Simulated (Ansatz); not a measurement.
`[F][SnH]([Cl])[O]C(F)(F)F` and `[F][SnH2][O]C(F)(F)F` differ in one atom or group.

Ansatz, PBE0-D4/def2-TZVP geometries, multiplicity 1. Each molecule was computed in one conformer, which needn't be the lowest.

Elements past krypton have def2 core potentials.

```csv
property,`[F][SnH]([Cl])[O]C(F)(F)F`
LUMO energy (B3LYP/def2-TZVPP) / eV,-2.65
HOMO energy (PBE/def2-TZVPP) / eV,-8.48
HOMO–LUMO gap (B3LYP/def2-TZVPP) / eV,7.09
LUMO energy (PBE0/def2-TZVPP) / eV,-2.30
HOMO energy (B3LYP/def2-TZVPP) / eV,-9.73
size of the dipole moment (PBE/def2-TZVPP) / D,3.38
```

Question: Give the same properties after the change, and the shifts. (An estimate is asked.)

Answer: The calculation gave: 
```csv
property,`[F][SnH2][O]C(F)(F)F`,shift
LUMO energy (B3LYP/def2-TZVPP) / eV,-1.55,1.10
HOMO energy (PBE/def2-TZVPP) / eV,-8.27,0.21
HOMO–LUMO gap (B3LYP/def2-TZVPP) / eV,8.30,1.21
LUMO energy (PBE0/def2-TZVPP) / eV,-1.18,1.12
HOMO energy (B3LYP/def2-TZVPP) / eV,-9.84,-0.11
size of the dipole moment (PBE/def2-TZVPP) / D,3.81,0.43
```

With PBE0 the HOMO falls by 0.10 eV and the LUMO rises by 1.12 eV, so the gap widens by about 1.22 eV. PBE moves the HOMO by 0.21 eV and ωB97M-V by -0.15 eV. Dipoles are sizes alone; their direction can turn.

B3LYP here is the variant with VWN-RPA as its local correlation; programs differ in this.
